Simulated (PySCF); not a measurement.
Exact mass, isotope pattern and composition

Species: Ni2I4.

Calculated from isotope tables alone.

Q: Find the molar and monoisotopic masses of Ni2I4.

A: For Ni2I4, with standard atomic weights, 2 × 58.693 + 4 × 126.904 = 625.002 g/mol. From the most abundant isotopes (58Ni, 127I), 2 × 57.935343 + 4 × 126.904473 = 623.4886 u.

Q: Work out the cluster of the singly charged cation M+, one line a nominal mass.

A: 
```tsv
nominal mass	m/z (centroid)	relative intensity
624	623.4880	100.0
626	625.4835	77.0
627	626.4837	3.3
628	627.4798	25.5
629	628.4792	1.3
630	629.4781	6.9
631	630.4767	0.2
632	631.4757	1.3
634	633.4737	0.1
```

Cut off at 0.1 %. One electron mass, 0.00055 u, is taken off. Abundances used (%; other tables differ somewhat): 58Ni 68.0769, 60Ni 26.2231, 61Ni 1.1399, 62Ni 3.6345, 64Ni 0.9256.

Q: Which singly substituted isotopologues are there?

A: Intensity in % of the monoisotopic species:

| isotope | mass shift (u) | m/z | intensity (%) |
| --- | --- | --- | --- |
| 60Ni | +1.99544 | 625.4835 | 77.04 |
| 61Ni | +2.99571 | 626.4837 | 3.35 |
| 62Ni | +3.99300 | 627.4810 | 10.68 |
| 64Ni | +5.99262 | 629.4807 | 2.72 |

Species under 0.02 % are left out.

Q: Count the protons, neutrons and electrons of the monoisotopic species, and give its exact less its nominal mass.

A: 268 protons, 356 neutrons and 268 electrons; 623.4886 − 624 = -0.5114 u.

Q: What share of all molecules is the monoisotopic species?

A: 0.680769^2 × 1^4 = 46.34 %.

Q: Elemental analysis, calculated?

A: Ni 18.78 %, I 81.22 %.
